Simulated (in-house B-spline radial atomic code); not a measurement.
Checks on a self-consistent run for Ne III (Ne2+), [He] 2s2 (2p1/2)2 (2p3/2)1 6s1. Method: Dirac-Hartree-Fock, average of the jj configuration, Fermi nucleus of rms radius 3.0055 fm. Calculated with a B-spline radial code for spherical atoms.

| orbital | q | ε (Eh) | <1/r> | <r²> | small-component weight |
| --- | --- | --- | --- | --- | --- |
| 1s1/2 | 2 | -35.80825 | 9.65599 | 0.0331693 | 0.0012369 |
| 2s1/2 | 2 | -4.21529 | 1.82028 | 0.749489 | 0.000173 |
| 2p1/2 | 2 | -3.36143 | 1.73186 | 0.701912 | 0.00016046 |
| 2p3/2 | 1 | -3.41474 | 1.73477 | 0.695606 | 0.00016131 |
| 6s1/2 | 1 | -0.16165 | 0.101654 | 217.217 | 4.6435e-06 |

Electron-electron repulsion V_ee = 33.8432 hartree.

What total energy follows from the eigenvalues?

The eigenvalues count the repulsion twice, so E = Σqε - V_ee = -90.346 - 33.843 = -124.190 hartree; the run printed -124.190.

Does the Dirac virial theorem hold?

For a point nucleus E = -2c²Σq·w, with w the small-component weight. Here Σq·w = 0.0033066 and c = 137.0360, so the ratio E/(-2c²Σq·w) is 1.000001.

What diamagnetic shielding (Lamb formula) and susceptibility (Langevin formula) do the radii give?

σ = (α²/3)Σq<1/r> = 28.2527/(3·137.036²) = 501.5 ppm, and χ = -0.79199×10⁻⁶·Σq<r²> = -174.9×10⁻⁶ cm³/mol with Σq<r²> = 220.88 bohr². Both are non-relativistic formulas without the paramagnetism of open shells.
